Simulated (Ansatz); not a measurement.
Two isomers of C2H8BNO: A = `CNB(C)O`, B = `CBOCN`.

Computed with Ansatz on PBE0-D4/def2-TZVP structures; ΔE is electronic, products minus reactants. CBS: MP2 limit from def2 TZ/QZ plus the TZ coupled-cluster correction, frozen cores. DFT in def2-TZVPP. B3LYP here is the variant with VWN-RPA as its local correlation; programs differ in this. Each species was taken in one conformer, which may not be the lowest.

**Question.** Which isomer does CCSD(T)/CBS put lower? Give the gap. (An estimate is asked.)

**Answer.** Computed: A, by 172.3 kJ/mol.

**Question.** Give E(B) − E(A) in kJ/mol with CCSD/def2-TZVPP, r2SCAN-D4, B3LYP-D4, B2PLYP, PBE-D4, B3LYP, MP2/def2-TZVPP. (An estimate is asked.)

**Answer.** Computed: CCSD/def2-TZVPP 170.5, r2SCAN-D4 172.5, B3LYP-D4 169.4, B2PLYP 169.8, PBE-D4 168.9, B3LYP 167.1, MP2/def2-TZVPP 176.3. None reverses the order clearly.

Largest T1 diagnostic: 0.012.

From PBE to PBE0 (25 % exact exchange), in def2-TZVPP and without D4, E(B) − E(A) moves by +3.4 kJ/mol. In def2-TZVPP, CCSD(T) changes the Hartree–Fock value by +7.7 kJ/mol (the triples alone add +0.0 kJ/mol) and MP2 by +13.5 kJ/mol.
